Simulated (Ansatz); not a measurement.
`C=C(F)[SiH2][AlH2]` and `C=C(F)[SiH2][SeH]` differ in one atom or group.

Ansatz, PBE0-D4/def2-TZVP geometries, multiplicity 1. Each molecule was computed in one conformer, which needn't be the lowest.

Scalar relativity is left out up to krypton.

```json
{"property": "HOMO energy (PBE/def2-TZVPP) / eV", "`C=C(F)[SiH2][AlH2]`": "-6.51"}
{"property": "LUMO energy (PBE0/def2-TZVPP) / eV", "`C=C(F)[SiH2][AlH2]`": "-2.25"}
{"property": "size of the dipole moment (B3LYP/def2-TZVPP) / D", "`C=C(F)[SiH2][AlH2]`": "1.61"}
{"property": "size of the dipole moment (PBE/def2-TZVPP) / D", "`C=C(F)[SiH2][AlH2]`": "1.40"}
{"property": "LUMO energy (ωB97M-V/def2-TZVPP) / eV", "`C=C(F)[SiH2][AlH2]`": "-0.63"}
{"property": "size of the dipole moment (ωB97M-V/def2-TZVPP) / D", "`C=C(F)[SiH2][AlH2]`": "1.67"}
```

Question: Give the same properties after the change, and the shifts. (An estimate is asked.)

Answer: The calculation gave: 
| property | `C=C(F)[SiH2][SeH]` | shift |
| --- | --- | --- |
| HOMO energy (PBE/def2-TZVPP) / eV | -6.05 | 0.46 |
| LUMO energy (PBE0/def2-TZVPP) / eV | -0.83 | 1.42 |
| size of the dipole moment (B3LYP/def2-TZVPP) / D | 1.84 | 0.23 |
| size of the dipole moment (PBE/def2-TZVPP) / D | 1.67 | 0.27 |
| LUMO energy (ωB97M-V/def2-TZVPP) / eV | 1.17 | 1.80 |
| size of the dipole moment (ωB97M-V/def2-TZVPP) / D | 1.88 | 0.21 |

With PBE0 the HOMO rises by 0.51 eV and the LUMO rises by 1.42 eV, so the gap widens by about 0.91 eV. PBE moves the HOMO by 0.46 eV and ωB97M-V by 0.42 eV. Dipoles are sizes alone; their direction can turn.

B3LYP here is the variant with VWN-RPA as its local correlation; programs differ in this.

Spin–orbit coupling is left out; it splits and shifts lone-pair levels of the heavy atoms by tenths of an eV.
